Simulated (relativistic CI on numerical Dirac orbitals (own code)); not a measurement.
# Ligand-field terms of d3

Computed with a parametric ligand-field model of a d^n configuration (Racah B and C, spin-orbit zeta, crystal field), exact diagonalisation.

Field parameters in Wybourne normalisation: Oh B⁴₀ = 21Dq, B⁴₄ = √(5/14) B⁴₀. The field is a parameter set, without covalency.

Task: Lowest levels for B = 320, C = 1210, ζ = 770 cm⁻¹, Oh, 10Dq = 31450 cm⁻¹?

Result: Γ8 0 (S 1.49), Γ8 6235 (S 0.50), Γ8 6376 (S 0.50), Γ6 6539 (S 0.50), Γ7 10501 (S 0.50), Γ8 10577 (S 0.51), Γ7 31195 (S 1.50), Γ8 31365 (S 1.50), Γ8 31631 (S 1.49) cm⁻¹, with S from ⟨S²⟩ = S(S + 1). The ground level has 0.00 electrons in the cubic e pair.

Task: Lowest levels for B = 810, C = 3970, ζ = 580 cm⁻¹, Oh, 10Dq = 6900 cm⁻¹?

Result: Γ8 0 (S 1.50), Γ7 6731 (S 1.50), Γ8 6856 (S 1.50), Γ8 7000 (S 1.50), Γ6 7116 (S 1.50), Γ7 11277 (S 1.50), Γ8 11381 (S 1.50), Γ8 11906 (S 1.49), Γ6 12224 (S 1.49) cm⁻¹, with S from ⟨S²⟩ = S(S + 1). The ground level has 0.01 electrons in the cubic e pair.

Task: Lowest levels for B = 840, C = 3730, ζ = 400 cm⁻¹, Oh, 10Dq = 6150 cm⁻¹?

Result: Γ8 0 (S 1.50), Γ7 6022 (S 1.50), Γ8 6119 (S 1.50), Γ8 6223 (S 1.50), Γ6 6288 (S 1.50), Γ7 10215 (S 1.50), Γ8 10270 (S 1.50), Γ8 10675 (S 1.50), Γ6 10914 (S 1.50) cm⁻¹, with S from ⟨S²⟩ = S(S + 1). The ground level has 0.01 electrons in the cubic e pair.

Task: Lowest levels for B = 470, C = 2360, ζ = 1250 cm⁻¹, Oh, 10Dq = 38700 cm⁻¹?

Result: Γ8 0 (S 1.49), Γ8 10849 (S 0.51), Γ8 11059 (S 0.50), Γ6 11347 (S 0.50), Γ7 18063 (S 0.51), Γ8 18122 (S 0.51), Γ7 38300 (S 1.50), Γ8 38584 (S 1.49), Γ8 39010 (S 1.49) cm⁻¹, with S from ⟨S²⟩ = S(S + 1). The ground level has 0.00 electrons in the cubic e pair.

Task: Lowest levels for B = 840, C = 4060, ζ = 230 cm⁻¹, Oh, 10Dq = 38750 cm⁻¹?

Result: Γ8 0 (S 1.50), Γ8 18765 (S 0.50), Γ8 19351 (S 0.50), Γ6 19393 (S 0.50), Γ8 29603 (S 0.50), Γ7 29700 (S 0.50), Γ7 38658 (S 1.50), Γ8 38716 (S 1.50), Γ8 38810 (S 1.50) cm⁻¹, with S from ⟨S²⟩ = S(S + 1). The ground level has 0.00 electrons in the cubic e pair.
